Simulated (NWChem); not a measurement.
System: YCl2 cation; SMILES [Y+]([Cl])[Cl]

Output (shortened):

```
             Northwest Computational Chemistry Package (NWChem) 7.3.0
             --------------------------------------------------------

 C2V symmetry detected

                             Geometry "geometry" -> ""
                             -------------------------

 Output coordinates in angstroms (scale by  1.889725989 to convert to a.u.)

  No.       Tag          Charge          X              Y              Z
 ---- ---------------- ---------- -------------- -------------- --------------
    1 Y                   39.0000     0.00000000     0.00000000     0.62909315
    2 Cl                  17.0000     1.92663500     0.00000000    -0.72160685
    3 Cl                  17.0000    -1.92663500     0.00000000    -0.72160685

 Effective nuclear repulsion energy (a.u.)     337.9073035834

      Symmetry information
      --------------------

 Group name             C2v
 Group number             16
 Group order               4
 No. of unique centers     2

                                 NWChem DFT Module
                                 -----------------

 Summary of "ao basis" -> "ao basis" (spherical)
 ------------------------------------------------------------------------------
       Tag                 Description            Shells   Functions and Types
 ---------------- ------------------------------  ------  ---------------------
 Y                          def2-svp                11       31   5s3p2d1f
 Cl                         def2-svp                 8       18   4s3p1d

      Symmetry analysis of basis
      --------------------------

        a1         27
        a2          8
        b1         20
        b2         12

            General Information
            -------------------
          SCF calculation type: DFT
          Wavefunction type:  closed shell.
          No. of atoms     :     3
          No. of electrons :    44
           Alpha electrons :    22
            Beta electrons :    22
          Charge           :     1
          Spin multiplicity:     1
          Use of symmetry is: on ; symmetry adaption is: on
          Maximum number of iterations: 150
          AO basis - number of functions:    67
                     number of shells:    27
          Convergence on energy requested:  1.00D-06
          Convergence on density requested:  1.00D-05
          Convergence on gradient requested:  5.00D-04

              XC Information
              --------------
                      r^2SCAN Method XC Functional
               r^2SCAN metaGGA Exchange Functional  1.000
                     r^2SCAN Correlation Potential  1.000

             Grid Information
             ----------------
          Grid used for XC integration:  medium
          Radial quadrature: Mura-Knowles
          Angular quadrature: Lebedev.
          Tag              B.-S. Rad. Rad. Pts. Rad. Cut. Ang. Pts.
          ---              ---------- --------- --------- ---------
          Y                   1.80      123          10.0       590
          Cl                  1.00       88          10.0       590
          Grid pruning is: on
          Number of quadrature shells:   211
          Spatial weights used:  Erf1

      Superposition of Atomic Density Guess
      -------------------------------------

 Sum of atomic energies:        -962.30451386

 Renormalizing density from      45.00 to     44

      Non-variational initial energy
      ------------------------------

 Total energy =    -943.448184
 1-e energy   =   -1543.494990
 2-e energy   =     476.244990
 HOMO         =      -0.782939
 LUMO         =      -0.314277

      Symmetry analysis of molecular orbitals - initial
      -------------------------------------------------

  Numbering of irreducible representations:

     1 a1          2 a2          3 b1          4 b2

  Orbital symmetries:

     1 a1          2 b1          3 a1          4 b1          5 a1
     6 b1          7 a1          8 b1          9 b2         10 a2
    11 a1         12 b1         13 a1         14 b2         15 a1
    16 b1         17 a1         18 a1         19 b1         20 a2
    21 b2         22 b1         23 a1         24 b2         25 a1
    26 a2         27 b1         28 a1         29 b2         30 a1
    31 b1         32 a1

     ---------------------------------------------
      Total Density - Mulliken Population Analysis
     ---------------------------------------------

    Atom       Charge   Shell Charges
 -----------   ------   -------------------------------------------------------
    1 Y   11     8.72  -0.65  1.62  1.03  0.18  0.00  5.64  0.45  0.03  0.29  0.05  0.07
    2 Cl  17    17.64   2.00  2.00  1.38  0.56  5.97  2.62  3.10  0.01
    3 Cl  17    17.64   2.00  2.00  1.38  0.56  5.97  2.62  3.10  0.01

   convergence    iter        energy       DeltaE   RMS-Dens  Diis-err
 ---------------- ----- ----------------- --------- --------- ---------
 d= 0,ls=0.0,diis     1   -957.9772938484 -1.08D+03  9.17D-02  2.36D+00
 d= 0,ls=0.0,diis     2   -947.9936995054  9.98D+00  8.13D-02  5.58D+01
 d= 0,ls=0.0,diis     3   -958.2767435229 -1.03D+01  7.16D-03  1.51D-01
 d= 0,ls=0.0,diis     4   -958.2889114128 -1.22D-02  1.93D-03  1.77D-02
 d= 0,ls=0.0,diis     5   -958.2921165229 -3.21D-03  2.99D-04  6.24D-04
  Resetting Diis
 d= 0,ls=0.0,diis     6   -958.2921875644 -7.10D-05  1.31D-04  1.08D-04
 d= 0,ls=0.0,diis     7   -958.2922052601 -1.77D-05  2.30D-05  1.73D-06
 d= 0,ls=0.0,diis     8   -958.2922053516 -9.15D-08  1.04D-05  1.07D-06
 d= 0,ls=0.0,diis     9   -958.2922054941 -1.42D-07  2.20D-06  1.34D-08

         Total DFT energy =     -958.292205494070
      One electron energy =    -1572.582812379175
           Coulomb energy =      551.858664801251
    Exchange-Corr. energy =      -61.369874005163
 Nuclear repulsion energy =      123.801816089017

 Numeric. integr. density =       44.000000345308

                  Occupations of the irreducible representations
                  ----------------------------------------------

                     irrep           alpha         beta
                     --------     --------     --------
                     a1                9.0          9.0
                     a2                2.0          2.0
                     b1                8.0          8.0
                     b2                3.0          3.0

                       DFT Final Molecular Orbital Analysis
                       ------------------------------------

 Vector   20  Occ=2.000000D+00  E=-4.907801D-01  Symmetry=a2
              MO Center= -8.7D-13,  5.7D-15, -5.6D-01, r^2= 4.5D+00
   Bfn.  Coefficient  Atom+Function         Bfn.  Coefficient  Atom+Function
  ----- ------------  ---------------      ----- ------------  ---------------
    43      0.406353  2 Cl py                61     -0.406353  3 Cl py
    40      0.317553  2 Cl py                58     -0.317553  3 Cl py
    15      0.237221  1 Y  d -2              37      0.184471  2 Cl py
    55     -0.184471  3 Cl py                20      0.059805  1 Y  d -2
    26     -0.033211  1 Y  f -2

 Vector   21  Occ=2.000000D+00  E=-4.866055D-01  Symmetry=b2
              MO Center=  8.9D-13,  3.1D-16, -6.4D-01, r^2= 4.6D+00
   Bfn.  Coefficient  Atom+Function         Bfn.  Coefficient  Atom+Function
  ----- ------------  ---------------      ----- ------------  ---------------
    43      0.420191  2 Cl py                61      0.420191  3 Cl py
    40      0.322699  2 Cl py                58      0.322699  3 Cl py
    37      0.187729  2 Cl py                55      0.187729  3 Cl py
    16     -0.172429  1 Y  d -1               7     -0.114299  1 Y  py
    10      0.069898  1 Y  py                13      0.059676  1 Y  py

 Vector   22  Occ=2.000000D+00  E=-4.727383D-01  Symmetry=b1
              MO Center=  1.4D-13, -7.8D-16, -6.6D-01, r^2= 4.8D+00
   Bfn.  Coefficient  Atom+Function         Bfn.  Coefficient  Atom+Function
  ----- ------------  ---------------      ----- ------------  ---------------
    44      0.411040  2 Cl pz                62     -0.411040  3 Cl pz
    41      0.309373  2 Cl pz                59     -0.309373  3 Cl pz
    38      0.179822  2 Cl pz                56     -0.179822  3 Cl pz
    42      0.174072  2 Cl px                60      0.174072  3 Cl px
    39      0.137038  2 Cl px                57      0.137038  3 Cl px

 Vector   23  Occ=0.000000D+00  E=-3.070228D-01  Symmetry=a1
              MO Center= -1.6D-15,  1.5D-13,  6.8D-01, r^2= 2.8D+00
   Bfn.  Coefficient  Atom+Function         Bfn.  Coefficient  Atom+Function
  ----- ------------  ---------------      ----- ------------  ---------------
    19      0.670927  1 Y  d  2               4     -0.604263  1 Y  s
     2      0.327615  1 Y  s                 17      0.324048  1 Y  d  0
     3      0.211688  1 Y  s                  1     -0.180433  1 Y  s
     5     -0.107748  1 Y  s                 24      0.095167  1 Y  d  2
    34      0.055714  2 Cl s                 52      0.055714  3 Cl s

 Vector   24  Occ=0.000000D+00  E=-2.948887D-01  Symmetry=b2
              MO Center= -4.2D-15, -2.9D-13,  7.2D-01, r^2= 2.3D+00
   Bfn.  Coefficient  Atom+Function         Bfn.  Coefficient  Atom+Function
  ----- ------------  ---------------      ----- ------------  ---------------
    16      0.918064  1 Y  d -1              43      0.145321  2 Cl py
    61      0.145321  3 Cl py                21      0.128502  1 Y  d -1
    13      0.105444  1 Y  py                 7     -0.091622  1 Y  py
    40      0.086994  2 Cl py                58      0.086994  3 Cl py
    10      0.066097  1 Y  py                37      0.049691  2 Cl py

[...]
```

Level: r2SCAN/def2-SVP with def2 effective core potentials on Y. Structure relaxed at the PBE-D3(BJ)/def2-SVP level. This spin state was assumed; another may lie lower. def2 effective core potentials on Y; no spin-orbit coupling.

Question: Write an input that gives this output.

Answer: One answer among several that fit: the input that was run:
```
start job
memory heap 200 mb stack 700 mb global 900 mb
charge 1
geometry units angstroms noautoz
  Y      0.000000     0.000000     0.552844
  Cl     1.926635     0.000000    -0.797856
  Cl    -1.926635     0.000000    -0.797856
end
basis spherical
  Y library def2-svp
  Cl library def2-svp
end
ecp
  Y library def2-ecp
end
dft
  xc r2scan
  iterations 150
  mulliken
end
task dft energy
```
